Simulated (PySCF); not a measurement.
# Basis and Hamiltonian dependence of the excitation energy of B(2+)

B(2+) [He] 2s1 (2S) → B(2+) [He] 3d1 (2D). All values are computed (PySCF 2.14, energy differences of UHF-based or UKS calculations, no spin-orbit coupling). Values in eV.

```json
{"basis": "aug-cc-pwCVDZ", "Hamiltonian": "non-relativistic", "functions": "27", "UHF": "24.326", "r2SCAN": "23.777", "PBE0": "23.965", "CCSD(T) (valence and next inner shell)": "24.369"}
{"basis": "ANO-RCC-VTZP", "Hamiltonian": "spin-free X2C", "functions": "30", "UHF": "25.496", "r2SCAN": "24.672", "PBE0": "24.870", "CCSD(T) (valence and next inner shell)": "25.530"}
{"basis": "dyall-av2z", "Hamiltonian": "non-relativistic", "functions": "42", "UHF": "24.355", "r2SCAN": "23.816", "PBE0": "23.999", "CCSD(T) (valence and next inner shell)": "n/a"}
{"basis": "aug-cc-pVTZ-DK", "Hamiltonian": "spin-free X2C", "functions": "46", "UHF": "24.277", "r2SCAN": "23.714", "PBE0": "23.893", "CCSD(T) (valence and next inner shell)": "n/a"}
{"basis": "aug-cc-pVTZ", "Hamiltonian": "non-relativistic", "functions": "46", "UHF": "24.266", "r2SCAN": "23.703", "PBE0": "23.883", "CCSD(T) (valence and next inner shell)": "n/a"}
{"basis": "aug-cc-pwCVTZ", "Hamiltonian": "non-relativistic", "functions": "59", "UHF": "24.258", "r2SCAN": "23.701", "PBE0": "23.869", "CCSD(T) (valence and next inner shell)": "24.339"}
{"basis": "dyall-av3z", "Hamiltonian": "spin-free X2C", "functions": "71", "UHF": "24.294", "r2SCAN": "23.729", "PBE0": "23.910", "CCSD(T) (valence and next inner shell)": "n/a"}
{"basis": "dyall-av3z", "Hamiltonian": "non-relativistic", "functions": "71", "UHF": "24.283", "r2SCAN": "23.719", "PBE0": "23.900", "CCSD(T) (valence and next inner shell)": "n/a"}
{"basis": "aug-cc-pCVTZ-DK with one added diffuse shell each of s, p, d, f type", "Hamiltonian": "spin-free X2C", "functions": "75", "UHF": "24.272", "r2SCAN": "23.709", "PBE0": "23.885", "CCSD(T) (valence and next inner shell)": "24.347"}
{"basis": "dyall-acv3z", "Hamiltonian": "non-relativistic", "functions": "76", "UHF": "24.283", "r2SCAN": "23.718", "PBE0": "23.899", "CCSD(T) (valence and next inner shell)": "24.366"}
{"basis": "aug-cc-pVQZ", "Hamiltonian": "non-relativistic", "functions": "80", "UHF": "24.233", "r2SCAN": "23.648", "PBE0": "23.834", "CCSD(T) (valence and next inner shell)": "n/a"}
{"basis": "aug-cc-pVQZ-DK", "Hamiltonian": "spin-free X2C", "functions": "80", "UHF": "24.244", "r2SCAN": "23.659", "PBE0": "23.844", "CCSD(T) (valence and next inner shell)": "n/a"}
{"basis": "aug-cc-pV5Z", "Hamiltonian": "non-relativistic", "functions": "127", "UHF": "24.218", "r2SCAN": "23.636", "PBE0": "23.822", "CCSD(T) (valence and next inner shell)": "n/a"}
```

Task: Estimate the row for def2-TZVPPD (non-relativistic, 37 functions).

Result: From the rows with the same Hamiltonian and similar size; the calculation gives UHF 24.27; r2SCAN 23.70; PBE0 23.88; CCSD(T) (valence and next inner shell) 24.28 (eV).

Frozen in the all-electron rows: valence and next inner shell: nothing; valence: 1s2.

At UHF, ANO-RCC-VTZP lies more than 0.3 eV from the median of the rows with comparable relativity. Of these, ANO-RCC-VTZP has no diffuse functions of the l that the added or promoted electron needs.
